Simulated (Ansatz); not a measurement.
Geometry optimisation, Ansatz 0.2.0, RKS PBE0-D4/def2-SVP.

Input:

```yaml
crystal:
  periodic: [false, false, false]
  atoms:
    - { symbol: B, position_ang: [-0.010662, 0.284345, 0.068142] }
    - { symbol: Cl, position_ang: [-0.027636, 0.612113, 1.859971] }
    - { symbol: F, position_ang: [1.132958, 0.249858, -0.55698] }
    - { symbol: F, position_ang: [-1.14162, 0.222516, -0.576743] }
    - { symbol: F, position_ang: [0.045596, -2.167048, 0.633084] }
    - { symbol: H, position_ang: [0.121664, -1.930985, 1.523227] }
basis:
  gaussian: { orbitals: def2-SVP }
hamiltonian:
  xc: pbe0
  dispersion: d4
relax:
  f_tol: 0.03
  max_steps: 50
```

Run as:

```bash
$ ansatz run input.yaml --threads 1 --pin off --max-ram 2048MiB --backend cpu --events-out ev --progress --plain --runs-dir out
```

Problem. Where does it end, and by what steps?

Solution. The run converged. After 6 steps the energy has fallen by 0.052 eV; F5 moved furthest, 0.19 Å.

```tsv
step	energy less start (eV)	largest force component (eV/Å)	accepted
0	0.0000	1.132	yes
1	-0.0346	0.623	yes
2	-0.0166	0.739	no
3	-0.0470	0.292	yes
4	-0.0502	0.215	yes
5	-0.0513	0.186	yes
6	-0.0519	0.013	yes
```

```xyz
6
Properties=species:S:1:pos:R:3
B -0.001 0.199 0.119
Cl -0.010 0.614 1.844
F 1.135 0.207 -0.534
F -1.138 0.137 -0.529
F 0.068 -1.991 0.564
H 0.067 -1.894 1.487
```

Whether the end is a true minimum wasn't checked by a vibrational analysis.

Time of the run: 23 s on 1 thread of Intel(R) Xeon(R) Platinum 8259CL CPU @ 2.50GHz (Skylake/Cascade Lake), on a shared host, peak memory 0.17 GiB.
